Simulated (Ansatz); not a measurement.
`C[O][GeH]([F])[Cl]` → `[F][GeH2][Cl]` + `C=O` at 400 K and 1 bar (β-hydride elimination).

Calculated with Ansatz (gas phase, PBE0-D4/def2-TZVP geometries, no zero-point term in ΔE). CCSD(T)/CBS is the MP2 limit (def2-TZVPP, def2-QZVPP) plus CCSD(T) − MP2 in def2-TZVPP, frozen cores. This one scheme is used for every species. For Ge outer-core shells are correlated without core-valence functions, which leaves a few kJ/mol of doubt a bond. Scalar relativity is left out up to krypton. Each species was taken in one conformer, which may not be the lowest.

```json
{"species": "`C[O][GeH]([F])[Cl]`", "CCSD(T)/CBS energy (Eh)": "-2751.40462", "H − E (kJ/mol)": "174.9", "S (J/(mol·K))": "400.2"}
{"species": "`[F][GeH2][Cl]`", "CCSD(T)/CBS energy (Eh)": "-2636.95386", "H − E (kJ/mol)": "72.2", "S (J/(mol·K))": "315.0"}
{"species": "`C=O`", "CCSD(T)/CBS energy (Eh)": "-114.39408", "H − E (kJ/mol)": "83.9", "S (J/(mol·K))": "229.4"}
```

H − E and S are ideal-gas, rigid-rotor, harmonic terms from PBE0-D4/def2-TZVP, for one conformer and one mirror image of each species. 1 Eh = 2625.50 kJ/mol, R = 8.31446 J/(mol·K).

Problem. By hand: ΔE, ΔH, ΔS and ΔG.

Solution. ΔE = (-2636.95386) + (-114.39408) − (-2751.40462) = 0.05668 Eh = 148.8 kJ/mol. Δ(H − E) = 72.2 + 83.9 − 174.9 = -18.8, so ΔH = 130.0 kJ/mol. ΔS = 315.0 + 229.4 − 400.2 = 144.2 J/(mol·K). ΔG = 130.0 − 400 × (144.2)/1000 = 72.3 kJ/mol.

Problem. By hand: the equilibrium constant, and the temperature at which ΔG would vanish if ΔH and ΔS stayed fixed.

Solution. log₁₀ K = −ΔG/(RT ln 10) = -9.4. ΔG = 0 at ΔH/ΔS = 902 K.

The number of gas molecules changes by +1, which sets the sign of ΔS. A doubt of 5 kJ/mol in ΔE shifts log₁₀ K by 0.7 here. Other conformers and mirror images would add mixing entropy, several J/(mol·K) or more a flexible species. Modes under 60 cm⁻¹, often nearly free rotors, make the harmonic entropy too high. These are equilibria of isolated gas molecules and say nothing of rates. Largest T1 diagnostic: 0.015 (customary marks: 0.02 for closed shells, 0.045 for open ones).
